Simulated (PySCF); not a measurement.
# Optical rotation: `C[C@@H]1CO[B@@H-](N)O1`, [C₃H₉BNO₂]-, charge -1

Geometry (Å), atoms numbered from 1 in this order:
```xyz
16

C    -2.1305    0.3306    0.7057
C    -0.7155    0.2785    0.1232
C    -0.2546   -1.1594   -0.2212
O     1.0970   -1.2185    0.0150
B     1.5236    0.0923    0.7264
N     2.3994    0.9462   -0.2105
O     0.2146    0.7589    1.0215
H    -2.1568   -0.2265    1.6394
H    -2.4076    1.3631    0.9105
H    -2.8454   -0.1020    0.0053
H    -0.7096    0.8814   -0.8161
H    -0.7996   -1.8856    0.4217
H    -0.4883   -1.4149   -1.2747
H     2.1268   -0.1518    1.7447
H     1.9084    1.1015   -1.0865
H     3.2304    0.4151   -0.4483
```

Total charge -1.

Theory: PySCF 2.14.0, TDDFT wB97X-D/def2-SVPD circular dichroism and optical rotation, one conformer, gas phase. Geometry: GFN2-xTB.

The molecule is flexible and this is one conformer; a measurement averages over conformers. For a gas-phase anion, states above the detachment energy (about 3.3 eV, taken as minus the energy of the highest occupied orbital) lie in the continuum and depend on the basis.

Stereocentres: C2 R, B5 R.

(1) What is the specific rotation at 633, 589.3, 546, 436, 405, 365, 355 nm?

(2) And for the mirror image at 589.3 nm?

(3) What is the molar rotation [Φ] = [α]·M/100 of the geometry above at 589.3 nm?

## Answers

(1) [α] in deg dm⁻¹ (g/mL)⁻¹:
```
λ (nm)  origin-invariant length gauge  modified velocity gauge  length gauge (centre of mass)  isotropic polarisability (au)
   633                         -211.8                   -260.5                         -211.6                           80.2
 589.3                         -250.4                   -308.0                         -250.2                           80.5
   546                         -300.6                   -369.9                         -300.4                           81.0
   436                         -535.0                   -659.9                         -534.5                           82.9
   405                         -657.1                   -811.5                         -656.4                           83.8
   365                         -895.0                  -1108.3                         -893.9                           85.5
   355                         -976.3                  -1210.4                         -975.0                           86.0
```

(2) +250.4 deg dm⁻¹ (g/mL)⁻¹ (origin-invariant length gauge): the same size and the opposite sign.

(3) With M = 101.92 g/mol, -255.2 deg cm² dmol⁻¹ (origin-invariant length gauge).

The first excitation lies at 5.20 eV (238 nm) with R = +12.6 × 10⁻⁴⁰ esu² cm² (velocity form).
